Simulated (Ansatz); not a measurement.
`C[CH](C)[SnH3]` + `C/C=C\F` → `CC(C)=CF` + `C[CH2][SnH3]`  (formal exchange of groups at a C–C bond)

Calculated with Ansatz (gas phase, PBE0-D4/def2-TZVP geometries, no zero-point term in ΔE). CCSD(T)/CBS is the MP2 limit (def2-TZVPP, def2-QZVPP) plus CCSD(T) − MP2 in def2-TZVPP, frozen cores. Functionals use def2-TZVPP. B3LYP here is the variant with VWN-RPA as its local correlation; programs differ in this. Elements past krypton have def2 core potentials. For Sn outer-core shells are correlated without core-valence functions, which leaves a few kJ/mol of doubt a bond.

`C[CH](C)[SnH3]`:

```xyz
14

C     1.233    0.363   -0.899
C     0.012    0.517   -0.005
C    -1.285    0.420   -0.795
Sn    0.044   -0.936    1.597
H     2.169    0.475   -0.346
H     1.227    1.116   -1.695
H     1.251   -0.618   -1.386
H     0.055    1.492    0.492
H    -1.311    1.175   -1.590
H    -1.388   -0.557   -1.277
H    -2.166    0.574   -0.167
H    -0.029   -2.508    0.923
H    -1.298   -0.719    2.636
H     1.484   -0.794    2.511
```

`C/C=C\F`:

```xyz
9

C    -0.818    0.543    0.585
C     0.137    0.208   -0.507
C     0.986   -0.802   -0.505
F     1.080   -1.661    0.521
H    -0.635    1.552    0.966
H    -1.849    0.524    0.220
H    -0.735   -0.157    1.415
H     0.155    0.834   -1.394
H     1.679   -1.041   -1.302
```

`CC(C)=CF`:

Z-matrix (Å, degrees):
```
C
C 1 1.492
H 1 1.095 2 110.5
H 1 1.089 2 112.0 3 -121.0
H 1 1.095 2 110.5 3 117.9
C 2 1.494 1 117.7 3 -59.0
C 2 1.323 1 122.7 3 121.0
H 6 1.091 2 112.0 1 180.0
H 6 1.095 2 110.8 1 -59.2
H 6 1.095 2 110.8 1 59.2
F 7 1.344 2 122.6 1 0.0
H 7 1.084 2 125.2 1 -180.0
```

`C[CH2][SnH3]`:

Cartesian coordinates in Å:
```
C -0.040 -1.435 0.469
C -0.768 -0.125 0.204
Sn 0.518 1.417 -0.565
H 0.411 -1.838 -0.442
H 0.762 -1.311 1.201
H -0.720 -2.198 0.859
H -1.576 -0.264 -0.519
H -1.226 0.261 1.118
H 1.220 0.899 -2.037
H 1.773 1.731 0.554
H -0.353 2.862 -0.844
```

| level | ΔE (kcal/mol) |
| --- | --- |
| B3LYP-D4 | -3.6 |
| MP2/def2-QZVPP | -3.0 |
| SCS-MP2/def2-QZVPP | -3.1 |
| HF/CBS(def2) | -4.4 |

**Question.** What does CCSD(T)/CBS give? (An estimate is asked.)

**Answer.** The calculation gave: -3.0 kcal/mol. The listed levels differ from it by -0.6, 0.0, -0.1, -1.4 kcal/mol.

Largest T1 diagnostic among the species: 0.012.

In def2-TZVPP, CCSD(T) changes the Hartree–Fock value by +1.1 kcal/mol (the triples alone add +0.1 kcal/mol) and MP2 by +1.2 kcal/mol.
